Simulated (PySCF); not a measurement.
Geometries of 2 isomers of C3H10GeOSi, from PBE0-D3(BJ)/def2-SVP geometry optimisation, gas phase (PySCF 2.14.0). One conformer each, no zero-point energy, no frequencies.

Question: Which is lower in electronic energy at this level?
A.
```xyz
16
angstrom
C      2.575   -1.139   -0.751
C      2.134   -0.455    0.310
Ge     1.275    1.272    0.136
O     -0.426    1.136    0.647
Si    -1.665    0.093    0.277
C     -1.446   -1.559    1.130
H      2.478   -0.749   -1.771
H      3.055   -2.119   -0.654
H      2.249   -0.888    1.311
H      1.314    1.700   -1.345
H      1.882    2.332    1.068
H     -2.936    0.737    0.724
H     -1.732   -0.121   -1.207
H     -0.535   -2.066    0.775
H     -1.367   -1.428    2.221
H     -2.306   -2.216    0.925
```
B.
```xyz
16
angstrom
Si     2.798    0.095    0.405
O      1.480    0.646   -0.424
Ge     0.264   -0.009   -1.556
C     -1.355   -0.129   -0.513
C     -1.581    0.868    0.596
C     -1.276   -0.556    0.930
H      3.251   -1.231   -0.129
H      2.468   -0.073    1.855
H      3.919    1.074    0.284
H      0.166    0.998   -2.716
H      0.772   -1.380   -2.052
H     -2.244   -0.450   -1.065
H     -0.798    1.608    0.785
H     -2.600    1.233    0.750
H     -0.293   -0.777    1.356
H     -2.081   -1.187    1.317
```

Answer: A. That is `C=[CH][GeH2][O][SiH2]C`, 8.8 kcal/mol below the other.

```
                 SMILES                      atoms numbered as above       E (Eh)  relative (kcal/mol)  relative (kJ/mol)  dipole (D)
 C=[CH][GeH2][O][SiH2]C   [CH2:1]=[CH:2][GeH2:3][O:4][SiH2:5][CH3:6]  -2560.99167                  0.0                0.0        2.08
[SiH3][O][GeH2][CH]1CC1  [SiH3:1][O:2][GeH2:3][CH:4]1[CH2:5][CH2:6]1  -2560.97767                  8.8               36.7        1.59
```

As drawn, the lower has an Si–C bond and a C=C bond outside aromatic rings, which the higher lacks; the higher has a three-membered ring, which the lower lacks.
